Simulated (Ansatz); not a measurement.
Stepwise reaction of `[NH2][Sc]([Cl])[Cl]` with ammonia, as a gas-phase model of exchange steps in deposition or etching. ΔE in kJ/mol; ΔG adds harmonic PBE0-D4 terms to CCSD(T)/CBS, at 1 bar.

Computed with Ansatz on PBE0-D4/def2-TZVP structures; ΔE is electronic, products minus reactants. CCSD(T)/CBS is the MP2 limit (def2-TZVPP, def2-QZVPP) plus CCSD(T) − MP2 in def2-TZVPP, frozen cores. This one scheme is used for every species. Functionals use def2-TZVPP. B3LYP here is the variant with VWN-RPA as its local correlation; programs differ in this. For Sc outer-core shells are correlated without core-valence functions, which leaves a few kJ/mol of doubt a bond. Scalar relativity is left out up to krypton. One conformer a species, not always the lowest.

| step | reaction | PBE-D4 | B3LYP-D4 | ωB97M-V | CCSD(T)/CBS | ΔG(600 K) |
| --- | --- | --- | --- | --- | --- | --- |
| 2 | `[NH2][Sc]([NH2])[Cl]` + NH₃ → `[NH2][Sc]([NH2])[NH2]` + HCl | 130.0 | 133.1 | 134.0 | 132.2 | 123.8 |

(1) Give the row of step 1, `[NH2][Sc]([Cl])[Cl]` + NH₃ → `[NH2][Sc]([NH2])[Cl]` + HCl. (An estimate is asked.)

(2) By hand: ΔE of the 2 steps together at CCSD(T)/CBS.

Answers

(1) Ansatz gave: 
```csv
step,reaction,PBE-D4,B3LYP-D4,ωB97M-V,CCSD(T)/CBS,ΔG(600 K)
1,`[NH2][Sc]([Cl])[Cl]` + NH₃ → `[NH2][Sc]([NH2])[Cl]` + HCl,114.6,117.0,117.7,117.6,106.0
```

(2) (117.6) + (132.2) = 249.8 kJ/mol, or 124.9 kJ/mol a step.

In ΔE each step is higher than the one before. All are uphill at CCSD(T)/CBS. ΔG lies between 106.0 and 123.8 kJ/mol a step. PBE-D4 differs from CCSD(T)/CBS by -3.0 to -2.2 kJ/mol a step. Isolated molecules leave out the surface, adducts and barriers. Largest T1 diagnostic: 0.014.
